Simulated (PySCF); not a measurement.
A calculated (r2SCAN0, PySCF 2.14, def2-TZVPPD, no relativity, point nucleus) atom or ion has these occupied shells.

```json
{"shell": "1s α", "electrons": "1", "orbital energy (eV)": "-3983.7", "rms radius, mean of both spins (bohr)": "0.0896"}
{"shell": "1s β", "electrons": "1", "orbital energy (eV)": "-3983.7", "rms radius, mean of both spins (bohr)": "0.0896"}
{"shell": "2s α", "electrons": "1", "orbital energy (eV)": "-435.51", "rms radius, mean of both spins (bohr)": "0.397"}
{"shell": "2s β", "electrons": "1", "orbital energy (eV)": "-435.48", "rms radius, mean of both spins (bohr)": "0.397"}
{"shell": "2p α", "electrons": "3", "orbital energy (eV)": "-355.03", "rms radius, mean of both spins (bohr)": "0.364"}
{"shell": "2p β", "electrons": "3", "orbital energy (eV)": "-354.99", "rms radius, mean of both spins (bohr)": "0.364"}
{"shell": "3s α", "electrons": "1", "orbital energy (eV)": "-59.684", "rms radius, mean of both spins (bohr)": "1.25"}
{"shell": "3s β", "electrons": "1", "orbital energy (eV)": "-59.604", "rms radius, mean of both spins (bohr)": "1.25"}
{"shell": "3p α", "electrons": "3", "orbital energy (eV)": "-38.952", "rms radius, mean of both spins (bohr)": "1.37"}
{"shell": "3p β", "electrons": "3", "orbital energy (eV)": "-38.876", "rms radius, mean of both spins (bohr)": "1.37"}
{"shell": "4p α", "electrons": "1", "orbital energy (eV)": "-7.418", "rms radius, mean of both spins (bohr)": "4.64"}
```

**Question.** Name the element and its charge.

**Answer.** Ca⁺ (calcium, charge +1), in [Ar] 4p1, 2P determinant (an excited configuration).
